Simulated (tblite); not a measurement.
Run record: tight-binding relaxation, `C=C=C=C(C(=S)C)[CH2][GeH3]`.

Computed with GFN2-xTB geometry optimisation, gas phase (tblite 0.8.0). Start geometry: from a force field or distance geometry. A driver script takes a list of jobs; this job's settings line and coordinates (Å) are shown.

Command:
```bash
OMP_NUM_THREADS=1 python probes_run.py task.json out
```

Input:
```
{"job": {"kind": "relax", "xc": "GFN2-xTB", "basis": "xTB"}, "charge": 0, "multiplicity": 1}
C      3.128900    -2.155100     0.084700
C      2.060000    -1.395800    -0.110000
C      1.034200    -0.644800    -0.264600
C     -0.019900     0.124500    -0.466100
C      0.116400     1.581600    -0.728100
Ge    -0.761500     2.698000     0.576300
C     -1.381800    -0.434900    -0.409900
C     -1.589800    -1.714600     0.321000
S     -2.643500     0.308500    -1.114500
H      3.322900    -2.912200    -0.679000
H      3.766300    -2.045300     0.950700
H     -0.209400     1.826900    -1.771400
H      1.220000     1.794400    -0.677900
H     -0.467100     2.274900     2.036200
H     -0.219600     4.158600     0.425600
H     -2.290200     2.644700     0.348400
H     -0.643300    -2.198200     0.604800
H     -2.194600    -2.396100    -0.337800
H     -2.237800    -1.505900     1.204000
```

Estimate the output.

```
step      E/eV     max force
  0    -682.68670    3.366
  1    -682.83550    4.899
  2    -682.97740    1.543
  3    -683.04482    0.915
  4    -683.12357    0.702
  5    -683.20105    0.748
  6    -683.26119    0.637
  7    -683.35218    0.679
  8    -683.42550    0.774
  9    -683.52701    0.989
... (173 lines left out)
183    -684.05051    0.013
184    -684.05056    0.016
185    -684.05064    0.021
186    -684.05072    0.022
187    -684.05081    0.020
188    -684.05089    0.019
189    -684.05097    0.017
190    -684.05102    0.018
191    -684.05103    0.021
192    -684.05106    0.009
```

«max force» is the largest atomic force in eV/Å.

From which step on does the largest force stay under 0.1 eV/Å, and how much energy is left to gain from there?

From step 108 (0.069 eV/Å), 17.3 meV above the end.

Summary of the converged run: energy lowered by 31.5 kcal/mol over 192 steps; largest atomic force 0.009 eV/Å at the end.

Give the final coordinates.

0.729 Å rms from the input after alignment:
```
atom  x, y, z in Å
C1     3.1030   -2.0514    0.2917
C2     2.0352   -1.3211    0.0604
C3     1.0102   -0.6387   -0.1603
C4    -0.0657    0.1201   -0.3905
C5     0.0850    1.5511   -0.7733
Ge6   -0.8149    2.7755    0.5225
C7    -1.3806   -0.4374   -0.2534
C8    -1.5243   -1.9004    0.0067
S9    -2.7095    0.5212   -0.3781
H10    3.0212   -3.0821    0.5966
H11    4.0949   -1.6432    0.1851
H12   -0.3779    1.7110   -1.7499
H13    1.1420    1.8046   -0.8512
H14   -1.1798    2.0839    1.7960
H15    0.1936    3.8276    0.9082
H16   -1.9872    3.4984   -0.0429
H17   -1.0448   -2.4774   -0.7844
H18   -2.5755   -2.1704    0.0640
H19   -1.0348   -2.1622    0.9455
```

On one thread, Intel Xeon (x86_64), no GPU, shared host with 64 logical CPUs at a one-minute load of 64, this took 2.6 s wall.
Labels such as C1 count atoms from 1, the log's own numbers from 0.
